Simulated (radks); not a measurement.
Eu16+, 47 electrons, occupied as [Kr] 4d10 4f1. Calculated with a radial shooting solver on a logarithmic mesh with Libxc functionals: scalar-relativistic Kohn-Sham, PBE, spin-unpolarised, spherical densities, point nucleus.

X-ray form factor f0, the Fourier transform of the density (f0(0) = 47):

sin(theta)/lambda (1/angstrom),f0 (electrons)
0.05,46.836
0.1,46.350
0.15,45.559
0.2,44.490
0.25,43.180
0.3,41.671
0.4,38.240
0.5,34.567
0.6,30.973
0.8,24.853
1,20.585
1.25,17.277
1.5,15.066
2,11.383
